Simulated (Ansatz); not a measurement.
System: CH₄Si, charge -1, doublet. CH4Si- (parent SMILES [SiH2]=C, doublet).
B3LYP-D3(BJ)/def2-TZVP minimum from Ansatz (a program for electronic structure):
```xyz
6

C     -1.1698    -0.0280     0.3042
Si     0.5757     0.0109    -0.2256
H     -1.8002     0.8509     0.1566
H     -1.7394    -0.9557     0.2240
H      1.2889    -1.1166     0.5201
H      1.2099     1.2362     0.4322
```
Charge -1, spin multiplicity 2.

Total energies in aug-cc-pV(D+d)Z, 13 correlated electrons, 6 frozen orbitals. Radicals and triplets start from unrestricted determinants; spin-orbit coupling is neglected. Correlated methods leave the cores frozen. No relativity. The UHF reference of CH4Si- (parent SMILES C=[SiH2], doublet) is spin-contaminated (<S^2> up to 0.07 over the pure value in the sets run). The spin of CH4Si- (parent SMILES C=[SiH2], doublet) was assumed, and the state is the lowest solution found for it.

```csv
method,program,energy (Eh),minus CCSDT(Q) (mEh)
HF,Ansatz,-329.05765,310.37
MP2,Ansatz,-329.31247,55.55
CCSD,Ansatz,-329.35470,13.31
CCSD(T),Ansatz,-329.36580,2.21
CCSDT(Q),Ansatz,-329.36801,0.00
```

Rough core times of Ansatz's runs on a shared machine: CCSD(T) 20 s, CCSDT(Q) 10 min.
